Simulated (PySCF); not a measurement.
A geometry optimisation, step by step.

Species: C₄H₉GaGe.
Atom-mapped SMILES: `[CH:1]#[C:2][GaH:3][CH2:4][CH2:5][GeH3:6]` (hydrogens: H7 on C1; H8 on Ga3; H9, H10 on C4; H11, H12 on C5; H13, H14, H15 on Ge6)

Computed by this run: PBE0-D3(BJ)/def2-SVP geometry optimisation, gas phase (PySCF); density fitting, grid level 1; the optimiser is geomeTRIC in internal coordinates, started from a GFN2-xTB structure. The frame can shift and turn from step to step; on so coarse a grid that alone can change the energy by a few meV, and forces under 0.02 eV/Å are noise.

Step 0: E = -113152.5813 eV, largest atomic force 1.963 eV/Å
```
atom  x, y, z in Å  |  force x, y, z in eV/Å
C1      3.645    0.355   -0.803    0.242   0.242  -0.130
C2      2.790   -0.402   -0.405   -1.481  -1.113   0.650
Ga3     1.413   -1.640    0.270   -0.172   0.085   0.055
C4     -0.514   -0.970    0.418    1.119   0.219  -0.375
C5     -0.565    0.419   -0.223   -0.510  -0.120   0.232
Ge6    -2.365    1.213   -0.054    0.820  -0.235  -0.167
H7      4.393    1.013   -1.153    0.606   0.522  -0.279
H8      1.970   -3.080    0.645   -0.158   0.217  -0.051
H9     -1.212   -1.652   -0.082    0.000  -0.280  -0.053
H10    -0.828   -0.918    1.467    0.085  -0.156   0.254
H11     0.170    1.081    0.248    0.072   0.244   0.024
H12    -0.290    0.359   -1.281    0.008   0.122  -0.245
H13    -3.389    0.310   -0.667   -0.528  -0.591  -0.404
H14    -2.490    2.556   -0.704    0.013   0.780  -0.402
H15    -2.732    1.365    1.388   -0.115   0.064   0.890
```

Step 1: E = -113152.7689 eV, largest atomic force 0.243 eV/Å
```
atom  x, y, z in Å  |  force x, y, z in eV/Å
C1      3.621    0.259   -0.753   -0.001   0.027  -0.010
C2      2.767   -0.512   -0.344    0.105   0.018  -0.017
Ga3     1.392   -1.692    0.301   -0.123   0.203  -0.053
C4     -0.423   -0.906    0.367    0.009   0.017  -0.055
C5     -0.555    0.487   -0.256    0.010  -0.149   0.074
Ge6    -2.369    1.217   -0.058   -0.050   0.032  -0.005
H7      4.377    0.937   -1.114   -0.027  -0.028   0.013
H8      1.802   -3.137    0.716   -0.009  -0.096   0.039
H9     -1.113   -1.619   -0.122    0.002  -0.011   0.100
H10    -0.725   -0.884    1.431   -0.015  -0.086  -0.032
H11     0.156    1.191    0.203   -0.007   0.050  -0.016
H12    -0.303    0.463   -1.328   -0.009   0.041  -0.014
H13    -3.398    0.250   -0.692    0.064   0.040   0.013
H14    -2.515    2.604   -0.727    0.015  -0.054   0.025
H15    -2.717    1.351    1.444    0.036  -0.002  -0.063
```

Step 2: E = -113152.7744 eV, largest atomic force 0.095 eV/Å
```
atom  x, y, z in Å  |  force x, y, z in eV/Å
C1      3.668    0.249   -0.758   -0.020   0.004   0.000
C2      2.797   -0.505   -0.352   -0.033   0.003   0.009
Ga3     1.391   -1.657    0.288    0.056   0.003  -0.012
C4     -0.430   -0.906    0.368    0.042   0.063  -0.058
C5     -0.574    0.487   -0.250   -0.008  -0.069   0.043
Ge6    -2.386    1.213   -0.056   -0.035   0.023  -0.002
H7      4.437    0.911   -1.116    0.006  -0.004   0.001
H8      1.791   -3.111    0.710   -0.016  -0.019   0.012
H9     -1.113   -1.630   -0.112   -0.004  -0.008   0.020
H10    -0.726   -0.901    1.434   -0.001  -0.019   0.004
H11     0.131    1.199    0.207   -0.003   0.011  -0.007
H12    -0.325    0.471   -1.324    0.001   0.010  -0.003
H13    -3.406    0.246   -0.694    0.004   0.000  -0.007
H14    -2.529    2.597   -0.722    0.007  -0.001   0.001
H15    -2.730    1.345    1.443    0.005   0.003   0.001
```

Step 3: E = -113152.7751 eV, largest atomic force 0.047 eV/Å
```
atom  x, y, z in Å  |  force x, y, z in eV/Å
C1      3.644    0.266   -0.760   -0.010   0.006  -0.003
C2      2.784   -0.499   -0.352    0.000  -0.011   0.007
Ga3     1.393   -1.666    0.290    0.043  -0.019  -0.001
C4     -0.427   -0.914    0.370    0.011   0.025  -0.027
C5     -0.570    0.479   -0.246   -0.014  -0.032   0.024
Ge6    -2.379    1.216   -0.058   -0.004  -0.003   0.001
H7      4.406    0.935   -1.120    0.006   0.003  -0.001
H8      1.795   -3.121    0.714   -0.015   0.020  -0.002
H9     -1.110   -1.639   -0.107   -0.013  -0.001  -0.001
H10    -0.721   -0.913    1.436   -0.002   0.001   0.009
H11     0.136    1.191    0.211    0.000   0.002  -0.004
H12    -0.320    0.465   -1.320    0.004   0.003  -0.001
H13    -3.401    0.257   -0.703   -0.007  -0.003  -0.007
H14    -2.508    2.601   -0.726    0.006   0.006  -0.003
H15    -2.727    1.351    1.439   -0.004   0.002   0.008
```

Step 4: E = -113152.7754 eV, largest atomic force under 0.02 eV/Å
```
atom  x, y, z in Å  |  force x, y, z in eV/Å
C1      3.642    0.272   -0.764   -0.004   0.006  -0.003
C2      2.785   -0.495   -0.354    0.008  -0.006   0.003
Ga3     1.399   -1.665    0.289    0.000  -0.003  -0.001
C4     -0.424   -0.917    0.370    0.007  -0.011  -0.001
C5     -0.572    0.475   -0.242   -0.013   0.005   0.003
Ge6    -2.382    1.215   -0.058    0.009  -0.011   0.001
H7      4.401    0.944   -1.125    0.001   0.002   0.000
H8      1.799   -3.119    0.715   -0.004   0.005   0.000
H9     -1.107   -1.644   -0.105   -0.003   0.002  -0.005
H10    -0.718   -0.920    1.437    0.004   0.003   0.003
H11     0.132    1.188    0.216   -0.001   0.003  -0.001
H12    -0.321    0.465   -1.316    0.001   0.002  -0.001
H13    -3.403    0.259   -0.710   -0.004   0.001  -0.001
H14    -2.501    2.601   -0.724    0.003   0.003   0.000
H15    -2.735    1.350    1.438   -0.005  -0.001   0.001
```

Question: Summarise the path.

Answer: The energy falls by 4.48 kcal/mol from step 0 to step 4; nine tenths of that is first reached at step 1. It falls at every step. The largest force goes from 1.963 to under 0.02 eV/Å. Among the bonds Ga3–C4 changes most, from 2.045 to 1.972 Å; the atoms move by 0.092 Å rms after alignment.

Question: Follow the three bonds and two angles with the largest change from start to end.

Answer: 
```tsv
step	E above end (kcal/mol)	largest force (eV/Å)	Ga3–C4 (Å)	Ge6–H15 (Å)	Ge6–H13 (Å)	Ga3–C4–C5 (°)	Ga3–C4–H10 (°)
0	4.48	1.963	2.045	1.496	1.497	107.4	110.8
1	0.15	0.243	1.979	1.548	1.548	115.2	106.9
2	0.02	0.095	1.971	1.544	1.544	114.6	106.7
3	0.01	0.047	1.970	1.543	1.543	114.7	106.6
4	0.00	under 0.02	1.972	1.543	1.543	114.8	106.5
```

The cost below is that of the whole optimisation. On Arm Neoverse V1, one thread, no GPU, shared host, this took 62 s of wall time and 0.77 GiB of memory at its peak.
